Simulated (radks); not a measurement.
Neutral praseodymium inside a hard spherical wall (all orbitals vanish at R), configuration held at [Xe] 4f3 6s2 and not refilled when levels cross. All-electron calculation, scalar-relativistic Kohn-Sham, PBE, spin-polarised, spherical densities, finite nucleus; open shells are filled with parallel spins first (spin-orbit coupling, left out, can overturn this in heavy ions); Fermi nuclear charge, rms radius 4.8919 fm. Program: a radial shooting solver on a logarithmic mesh with Libxc functionals. Eigenvalues in eV for spin up, with the zero of energy where the potential of the charges vanishes at infinity; a dash marks a level that is unbound or too diffuse for the functional's potential to be trusted. A positive occupied level is held by the wall or, in an anion where self-interaction has pushed it up, behind a barrier. The pressure on the wall is -dE/dV.

R (bohr),E (hartree),kinetic (hartree),e(5s),e(5p),e(6s),"e(5d, empty)",e(4f),"e(6p, empty)",pressure (GPa)
free,-9236.9123,9809.355,-39.527,-21.866,-3.520,-2.166,-1.846,-1.270,0
20,-9236.9123,9809.355,-39.527,-21.866,-3.520,-2.166,-1.846,-1.269,< 0.0001
15,-9236.9122,9809.356,-39.522,-21.861,-3.516,-2.161,-1.841,-1.250,0.000417
12,-9236.9115,9809.363,-39.468,-21.807,-3.476,-2.114,-1.787,-1.140,0.0110
8,-9236.8856,9809.517,-38.629,-20.986,-2.701,-1.374,-0.958,0.270,0.853
6,-9236.7565,9810.062,-36.796,-19.232,-0.125,0.456,0.909,4.311,9.19
4,-9235.7213,9813.974,-30.624,-13.330,15.020,8.334,7.909,24.889,209
3.5,-9234.6611,9817.933,-26.447,-9.021,27.955,14.410,12.996,40.849,582
3,-9232.2819,9826.415,-18.956,-0.748,53.258,25.975,22.032,70.450,1850
2.5,-9226.3748,9845.901,-3.690,17.015,106.36,50.153,38.669,129.78,6950
